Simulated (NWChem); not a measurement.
Molecule: CH₅BSe; SMILES [SeH]BC

```xyz
8

B     -0.6425    -1.0207    -0.0006
H     -1.8515    -1.1457     0.0001
C      0.3228    -2.2550    -0.0002
H      0.0919    -2.9027    -0.8751
H      0.1050    -2.8879     0.8891
H      1.4065    -2.0262    -0.0093
Se     0.0806     0.7678    -0.0001
H     -1.2174     1.4907     0.0020
```
Atoms are numbered in this order, from 1.

All runs: NWChem. Pople sets run with spherical d functions. Medium grid unless said otherwise, to which SCAN and Minnesota functionals are sensitive. Geometry: optimised at PBE-D3(BJ)/def2-SVP.

Question: Order these by “orbital gap (eV)”, lowest first: r2SCAN0/6-31G*; LC-wPBE (HJS exchange hole, range parameter 0.4 per bohr)/6-31G*; PW91/6-31G*; MPW1K/6-31G*; B3LYP/6-31G*.

Answer: PW91/6-31G* (4.72), B3LYP/6-31G* (6.34), r2SCAN0/6-31G* (7.08), MPW1K/6-31G* (8.21), LC-wPBE (HJS exchange hole, range parameter 0.4 per bohr)/6-31G* (11.61)
